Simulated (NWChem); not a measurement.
Species: NaOH; SMILES [OH][Na]

```xyz
3

Na    -0.0662    -0.9541     0.0000
O      0.1328     0.9646     0.0000
H      0.2309     1.9106     0.0000
```
Atoms are numbered in this order, from 1.

Geometry: optimised at PBE0-D3(BJ)/def2-TZVP.

**Question.** List the 4 lowest vertical singlet excitations from PBE/6-31G* (spherical d), TDA (NWChem).

**Answer.** 
| state | energy (eV) | oscillator strength | leading excitation (squared amplitude) |
|---|---|---|---|
| S1 | 1.36 | 0.018 | HOMO → LUMO (1.00) |
| S2 | 1.36 | 0.018 | HOMO−1 → LUMO (1.00) |
| S3 | 3.34 | 0.000 | HOMO → LUMO+2 (0.51) |
| S4 | 3.34 | 0.000 | HOMO−1 → LUMO+2 (0.50) |
